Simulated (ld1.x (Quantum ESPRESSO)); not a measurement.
Varying the TM semilocal potential for manganese

Base potential:

manganese, norm-conserving Troullier–Martins (semilocal form), made with ld1.x (Quantum ESPRESSO) 7.5 (PBEsol, scalar-relativistic). Core [Ne], reference 3s2 3p6 3d5 4s2 4p0. Waves: 3p (bound): rc 1.15 bohr; 3d (bound): rc 1.20 bohr; 3s (bound): rc 1.35 bohr. Local part: the s channel. Core correction: Bessel-smoothed model core, default radius (core density twice the valence density).

Occupied shells without a wave of their own: 4s. They enter only through the test configuration that unscreens the potential, and ld1.x also counts them in the model core charge.

All-electron outer shells of the reference configuration (PBEsol, scalar-relativistic, ld1.x):

```json
{"shell": "2s", "level (eV)": "-743.11", "outermost node (bohr)": "0.08", "outermost maximum (bohr)": "0.23"}
{"shell": "2p", "level (eV)": "-629.76", "outermost node (bohr)": "–", "outermost maximum (bohr)": "0.19"}
{"shell": "3s", "level (eV)": "-85.64", "outermost node (bohr)": "0.34", "outermost maximum (bohr)": "0.74"}
{"shell": "3p", "level (eV)": "-54.48", "outermost node (bohr)": "0.31", "outermost maximum (bohr)": "0.75"}
{"shell": "3d", "level (eV)": "-6.79", "outermost node (bohr)": "–", "outermost maximum (bohr)": "0.76"}
{"shell": "4s", "level (eV)": "-5.12", "outermost node (bohr)": "1.05", "outermost maximum (bohr)": "2.51"}
{"shell": "4p", "level (eV)": "-1.35", "outermost node (bohr)": "1.16", "outermost maximum (bohr)": "3.38"}
```

Cutoffs, loose and tight: the cutoffs (Ry, on a coarse ladder) from which the occupation-weighted sum of valence levels, in a spherical-Bessel basis at the reference potential, stays within 10 and 1 mRy of its value at 400 Ry. They do not see the model core or the augmentation charge, which bear on the density cutoff. Test errors are all-electron minus pseudo excitation energies from the reference, over the configurations 3s2 3p6 3d5 4s1 4p0; 3s2 3p6 3d5 4s0 4p0; 3s2 3p6 3d4 4s0 4p0; 3s2 3p6 3d5 4s1.5 4p0; 3s2 3p6 3d5 4s0 4p2; 3s2 3p6 3d5 4s1 4p1; 3s2 3p5 3d5 4s2 4p0. A dash means not determined; rows that change the core or the reference have their own tests.

With those shells counted twice in exchange and correlation these files are broken, and their errors move erratically; no question is asked of them.

A semilocal file is local in each channel, so a ghost entry of none says nothing of the separable form that plane-wave codes build from it.

The default core radius of the base comes out at 0.42 bohr.

```tsv
change	outcome	cutoff, loose	cutoff, tight	bound ghosts	largest test error (meV)
base	generated, misses its reference levels by 0.74 eV	140 Ry	160 Ry	none	-4966
reference 3s2 3p6 3d5 4s1.5 4p0	generated, misses its reference levels by 0.85 eV	140 Ry	160 Ry	none	-3544
wave 3p (bound): rc 1.15 bohr becomes 3p (bound): rc 1.42 bohr	generated, misses its reference levels by 0.74 eV	140 Ry	160 Ry	none	-4965
wave 3d (bound): rc 1.20 bohr becomes 3d (bound): rc 1.18 bohr	generated, misses its reference levels by 0.74 eV	140 Ry	180 Ry	none	-4964
core [Ne] 3s2, valence charge 13; reference 3p6 3d4 4s0 4p0; waves now 3p (bound): rc 1.20 bohr; 3d (bound): rc 1.10 bohr; 4s (bound): rc 1.85 bohr; core correction none	generated	160 Ry	180 Ry	none	+210 over the solved tests; 1 of 7 tests not solved or not reliable
wave 3s (bound): rc 1.35 bohr becomes 3s (bound): rc 1.84 bohr	generated, misses its reference levels by 2.10 eV	140 Ry	160 Ry	none	-11337
functional BLYP	generated, misses its reference levels by 0.75 eV	140 Ry	160 Ry	none	-4627
all radii but the core radius scaled by about 1.36 (s 1.84, p 1.56, d 1.64 bohr)	generated, misses its reference levels by 2.10 eV	90 Ry	140 Ry	none	-11395
core correction Bessel-smoothed model core inside 0.44 bohr	generated, misses its reference levels by 0.74 eV	140 Ry	160 Ry	none	-4966
wave 3d (bound): rc 1.20 bohr becomes 3d (bound): rc 1.10 bohr	generated, misses its reference levels by 0.74 eV	160 Ry	180 Ry	none	-4962
```
